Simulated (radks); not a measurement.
Question: All-electron atom: F III in [He] 2s2 2p3. Calculated with a radial shooting solver on a logarithmic mesh with Libxc functionals: non-relativistic Kohn-Sham, PBEsol, spin-unpolarised, spherical densities, point nucleus. Some entries of the table are withheld. Estimate them.

orbital  occ.  eigenvalue (eV)  <r> (bohr)
1s          2        -707.2501         (1)
2s          2              (2)         (3)
2p          3              (4)         (5)

Answer: 
(1) 1s <r> (bohr): 0.1768
(2) 2s eigenvalue (eV): -67.6552
(3) 2s <r> (bohr): 0.9206
(4) 2p eigenvalue (eV): -48.8835
(5) 2p <r> (bohr): 0.8967
